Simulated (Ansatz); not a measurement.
Nudged elastic band run: CH₃GeNO

Input file:

```yaml
crystal:
  periodic: [false, false, false]
  atoms:
    - { symbol: "N", position_ang: [0.142708, -2.049327, 1.896716] }
    - { symbol: C, position_ang: [-0.002757, -1.162693, 1.143001] }
    - { symbol: Ge, position_ang: [-0.304082, 0.314633, -0.063306] }
    - { symbol: O, position_ang: [1.107659, 0.226466, -1.164337] }
    - { symbol: H, position_ang: [-1.64209, 0.055539, -0.79963] }
    - { symbol: H, position_ang: [-0.313876, 1.614927, 0.778511] }
    - { symbol: H, position_ang: [1.073638, 0.932454, -1.836556] }
basis:
  gaussian: { orbitals: def2-SVP }
hamiltonian:
  xc: pbe
  dispersion: d4
neb:
  order_check: false
  images: 5
  f_tol: 0.03
  max_iterations: 60
  initial_path: idpp
  final_atoms:
    - { symbol: "N", position_ang: [0.31203726, -2.07036737, 1.6561609] }
    - { symbol: C, position_ang: [0.03699607, -1.112253, 1.03630387] }
    - { symbol: Ge, position_ang: [-0.37594584, 0.46119725, -0.03199277] }
    - { symbol: O, position_ang: [1.00901428, 0.79734884, -1.11475067] }
    - { symbol: H, position_ang: [-1.67813969, 0.1413001, -0.80542948] }
    - { symbol: H, position_ang: [-0.45785642, 1.68028706, 0.90112464] }
    - { symbol: H, position_ang: [1.21509433, 0.03448611, -1.68701748] }
```

Command:

```bash
$ ansatz run input.yaml --threads 1 --pin off --max-ram 2048MiB --backend cpu --events-out ev --progress --plain --runs-dir out
```

Output, in part (warnings, iteration lines, the closing report on the highest movable image, with atoms numbered from 0):

```
NEB end point (image 0): max|allowed force component| = 9.990e-3 eV/Å (the criterion of neb.relax_end_points is 1.000e-2)
NEB end point (image 6): max|allowed force component| = 1.567e-2 eV/Å (the criterion of neb.relax_end_points is 1.000e-2)
NEB iter   1: max|band force component| = 3.220e-1 eV/Å  barrier→ = 0.0437 eV  barrier← = 0.1062 eV  CI = image 2  Δτ_max = 0.0821 Å  (188 SCF iters)
NEB iter   2: max|band force component| = 3.327e-1 eV/Å  barrier→ = 0.0157 eV  barrier← = 0.0781 eV  CI = image 2  Δτ_max = 0.0404 Å  (143 SCF iters)
NEB iter   3: max|band force component| = 2.748e-1 eV/Å  barrier→ = 0.0072 eV  barrier← = 0.0696 eV  CI = image 2  Δτ_max = 0.0405 Å  (146 SCF iters)
NEB iter   4: max|band force component| = 1.359e-1 eV/Å  barrier→ = 0.0010 eV  barrier← = 0.0635 eV  CI = image 1  Δτ_max = 0.0298 Å  (145 SCF iters)
NEB iter   5: max|band force component| = 3.370e-2 eV/Å  barrier→ = 0.0010 eV  barrier← = 0.0634 eV  CI = image 1  Δτ_max = 0.0139 Å  (149 SCF iters)
NEB iter   6: max|band force component| = 2.384e-2 eV/Å  barrier→ = 0.0010 eV  barrier← = 0.0634 eV  CI = image 1  Δτ_max = 0.0000 Å  (282 SCF iters)
Total energy: -61116.38903367 eV, -2245.9858708109 hartree
Atom 0 at     0.128610    -2.101404     1.834937 Å, force    -0.002034     0.001212     0.002550 eV/Å
Atom 1 at    -0.010864    -1.180777     1.121797 Å, force     0.003022    -0.001064    -0.003598 eV/Å
Atom 2 at    -0.283898     0.346055    -0.030586 Å, force    -0.001986     0.001583     0.000151 eV/Å
Atom 3 at     1.163242     0.339999    -1.088435 Å, force     0.000724    -0.001700    -0.001443 eV/Å
Atom 4 at    -1.589249     0.111577    -0.831184 Å, force    -0.000961    -0.001001     0.001131 eV/Å
Atom 5 at    -0.336344     1.602670     0.870884 Å, force    -0.000097    -0.000597     0.000723 eV/Å
Atom 6 at     0.989703     0.813881    -1.923013 Å, force     0.001330     0.001567     0.000486 eV/Å
Dipole moment:    -0.310913     0.706929    -0.571089 e Å
```

The forces met the threshold. The top lies less than 8 meV above the higher end, about what the thresholds resolve: that end is a shoulder or a very shallow well. A vibrational analysis at the climbing image gives one clearly imaginary mode, 92i cm⁻¹: a first-order saddle point.

Final band (atoms are numbered from 1 in the order of the input):

```tsv
image	path coordinate (Å)	energy (kcal/mol)	dihedral H5–Ge3–O4–H7 (°)
0	0.00	0.0	64
1	0.27	0.0	41
2	0.50	0.0	19
3	0.74	-0.4	-4
4	0.98	-0.9	-26
5	1.22	-1.3	-44
6	1.46	-1.4	-61
```

Time of the run: 55 s on 1 CPU thread of a shared host.
